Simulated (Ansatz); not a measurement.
`[F][Sb]([F])[SiH3]` + HCl → `[F][Sb]([SiH3])[Cl]` + H–F at 600 K and 1 bar (ligand exchange at the Sb–F bond).

Program: Ansatz. Geometries: PBE0-D4/def2-TZVP. ΔE: electronic, gas phase. CCSD(T)/CBS adds triple-zeta CCSD(T) − MP2 to the extrapolated MP2 energy (def2 sets, frozen cores). This one scheme is used for every species. Elements past krypton have def2 core potentials. For Sb outer-core shells are correlated without core-valence functions, which leaves a few kJ/mol of doubt a bond.

```
              species  CCSD(T)/CBS energy (Eh)  H − E (kJ/mol)  S (J/(mol·K))
 `[F][Sb]([F])[SiH3]`               -730.53304           128.8          435.4
                  HCl               -460.38127            35.4          207.2
`[F][Sb]([SiH3])[Cl]`              -1090.53073           128.2          446.6
                  H–F               -100.39570            42.3          194.0
```

H − E and S are ideal-gas, rigid-rotor, harmonic terms from PBE0-D4/def2-TZVP, for one conformer and one mirror image of each species. 1 Eh = 2625.50 kJ/mol, R = 8.31446 J/(mol·K).

Problem. By hand: ΔE, ΔH, ΔS and ΔG.

Solution. ΔE = (-1090.53073) + (-100.39570) − (-730.53304) − (-460.38127) = -0.01212 Eh = -31.8 kJ/mol. Δ(H − E) = 128.2 + 42.3 − 128.8 − 35.4 = 6.3, so ΔH = -25.5 kJ/mol. ΔS = 446.6 + 194.0 − 435.4 − 207.2 = -2.0 J/(mol·K). ΔG = -25.5 − 600 × (-2.0)/1000 = -24.3 kJ/mol.

Problem. By hand: the equilibrium constant, and the temperature at which ΔG would vanish if ΔH and ΔS stayed fixed.

Solution. log₁₀ K = −ΔG/(RT ln 10) = 2.1. ΔG = 0 at ΔH/ΔS = 12750 K, far beyond where these terms or the molecules hold.

The number of gas molecules stays the same, so ΔS is small and ΔH decides. A doubt of 5 kJ/mol in ΔE shifts log₁₀ K by 0.4 here. Other conformers and mirror images would add mixing entropy, several J/(mol·K) or more a flexible species. These are equilibria of isolated gas molecules and say nothing of rates. Largest T1 diagnostic: 0.015 (customary marks: 0.02 for closed shells, 0.045 for open ones).
